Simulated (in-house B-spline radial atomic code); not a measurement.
Computed with a B-spline radial atomic code. Model: two electrons, singlet ground state, non-relativistic, full CI in B-splines with partial waves to l = 8 (at full coupling up to 3e-4 hartree above the limit, correlation up to 0.6 % small), density held at that of full coupling by Lieb maximisation.

W(λ) is the mean repulsion in the state of coupling λ less the Hartree energy of the fixed density. Its start is exact exchange, its initial slope is twice the second-order Görling-Levy correlation energy, and its area from 0 to 1 is E_xc. A straight curve means weak, dynamic correlation, and a curve that drops fast and flattens means strong correlation.

Command:
```bash
python run_ac.py task.json out
```
Settings (lengths in bohr, energies in hartree):
```
potential              ball
strength               1
lmax                   8
wall_radius            3.1
```

Run time, properties included: 7.1 s on 1 thread of Intel(R) Xeon(R) Processor @ 2.30GHz (shared host).

**W = mean repulsion less Hartree energy, and W of three functionals.**

Given: confinement empty hard sphere; hard wall radius 3.1 bohr; external potential zero inside.

Computed: LDA exchange minus exact 71.495 millihartree; SCAN exchange minus exact -7.8219 millihartree.

| coupling | W xc (hartree) | W xc minus exchange (millihartree) | kinetic minus Kohn-Sham (millihartree) | LDA (PW92) W minus its exchange (millihartree) | PBE W minus its exchange (millihartree) | SCAN W minus its exchange (millihartree) |
| --- | --- | --- | --- | --- | --- | --- |
| 0 | -0.55042 | 0 | 0 | 0 | 0 | 0 |
| 0.02 | -0.55271 | -2.287 | 0.02 | -10.67 | -4.24 | -1.94 |
| 0.05 | -0.55606 | -5.637 | 0.14 | -21.35 | -9.88 | -4.76 |
| 0.12 | -0.56352 | -13.097 | 0.77 | -39.73 | -21.19 | -10.97 |
| 0.25 | -0.57615 | -25.726 | 3.09 | -64.31 | -38.28 | -21.53 |
| 0.4 | -0.58897 | -38.553 | 7.24 | -85.59 | -54.31 | -32.43 |
| 0.6 | ? | ? | ? | ? | ? | ? |
| 0.8 | -0.61602 | -65.595 | 23.16 | -125.44 | -86.45 | -56.53 |
| 1 | -0.62656 | -76.142 | 32.62 | -140.25 | -98.92 | -66.5 |
| 1.4 | -0.64349 | -93.069 | 52.78 | -163.95 | -119.36 | -83.41 |
| 2 | ? | ? | ? | ? | ? | ? |
| 3 | -0.68162 | -131.2 | 132.32 | -220.51 | -169.87 | -126.5 |
| 4.5 | -0.69932 | -148.9 | 197.48 | -249.94 | -196.86 | -148.81 |
| 7 | -0.71576 | -165.34 | 289.88 | -280.02 | -224.81 | -169.85 |
| 10 | -0.727 | -176.58 | 384.06 | -302.32 | -245.71 | -183.44 |

What belongs in the row 0.6?

W xc (hartree): -0.60364; W xc minus exchange (millihartree): -53.215; kinetic minus Kohn-Sham (millihartree): 14.53; LDA (PW92) W minus its exchange (millihartree): -107.7; PBE W minus its exchange (millihartree): -71.86; SCAN W minus its exchange (millihartree): -45.27.

What belongs in the row 2?

W xc (hartree): -0.6618; W xc minus exchange (millihartree): -111.38; kinetic minus Kohn-Sham (millihartree): 83.56; LDA (PW92) W minus its exchange (millihartree): -190.26; PBE W minus its exchange (millihartree): -142.59; SCAN W minus its exchange (millihartree): -103.16.

What is the PBE exchange minus exact?

21.777 millihartree.

**Energy parts, natural occupations and partial-wave weights.**

Computed: total energy 1.5468 hartree; exchange energy -0.55042 hartree; correlation energy -0.043518 hartree; kinetic part of the DFT correlation energy 0.032623 hartree; initial slope twice GL2 -0.1154 hartree; kinetic part over minus potential part 0.42846; Lieb Oxford ratio E_xc over LDA exchange 1.2401.

```csv
natural,occupation of the shell (electrons)
s,1.9441
p,0.053143
d,0.0012934
s,0.0010323
f,?
p,0.00014231
```

What belongs in the row f?

occupation of the shell (electrons): 0.00015235.

```tsv
wave	weight
s	0.97258
p	?
d	0.00066301
f	8.1069e-05
g	1.7694e-05
```

What belongs in the row p?

weight: 0.026646.

What is the Kohn-Sham kinetic?

1.0399 hartree.

What is the Hartree energy?

1.1008 hartree.

Half-way to full coupling W has made 60 % of its drop, against 50 % for a straight line, and second-order (GL2) theory, half the initial slope, overshoots the correlation energy by about 33 %: a marked bend. Over couplings 0 to 1 the errors in E_xc come to about +25 millihartree for LDA, +6.0 millihartree for PBE, -1.5 millihartree for SCAN, so SCAN is nearest. In LDA and PBE and SCAN the errors of exchange and correlation have opposite signs, so the sum is smaller than the larger of the two.
